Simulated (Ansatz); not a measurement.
`C[SiH2][GaH2]` → `[GaH3]` + `C[SiH]`  (silylene formation by 1,1-elimination)

Computed with Ansatz on PBE0-D4/def2-TZVP structures; ΔE is electronic, products minus reactants. CCSD(T)/CBS is the MP2 limit (def2-TZVPP, def2-QZVPP) plus CCSD(T) − MP2 in def2-TZVPP, frozen cores. This one scheme is used for every species. DFT in def2-TZVPP. B3LYP here is the variant with VWN-RPA as its local correlation; programs differ in this. For Ga outer-core shells are correlated without core-valence functions, which leaves a few kJ/mol of doubt a bond. Scalar relativity is left out up to krypton.

(1) Is it downhill or uphill in electronic energy at CCSD(T)/CBS, and by how much? (Best estimate.)

(2) What do these levels give: r2SCAN-D4, PBE0-D4, B3LYP-D4, r2SCAN0-D4, BHLYP-D4, B2PLYP, B3LYP, r2SCANh, HF/def2-SVP, CCSD(T)/def2-SVP, CCSD/def2-TZVPP, MP2/CBS(def2)? (Best estimate.)

Largest T1 diagnostic among the species: 0.013.

Answers

(1) Computed: Uphill: ΔE = +250.0 kJ/mol.

(2) The calculation gave: r2SCAN-D4 267.2, PBE0-D4 264.3, B3LYP-D4 244.3, r2SCAN0-D4 269.1, BHLYP-D4 252.7, B2PLYP 241.7, B3LYP 232.7, r2SCANh 265.8, HF/def2-SVP 222.1, CCSD(T)/def2-SVP 232.0, CCSD/def2-TZVPP 239.3, MP2/CBS(def2) 263.8 kJ/mol.

In def2-TZVPP, CCSD(T) changes the Hartree–Fock value by +18.5 kJ/mol (the triples alone add +3.8 kJ/mol) and MP2 by +32.3 kJ/mol. From PBE to PBE0 (25 % exact exchange), in def2-TZVPP and without D4, ΔE moves by +7.6 kJ/mol.
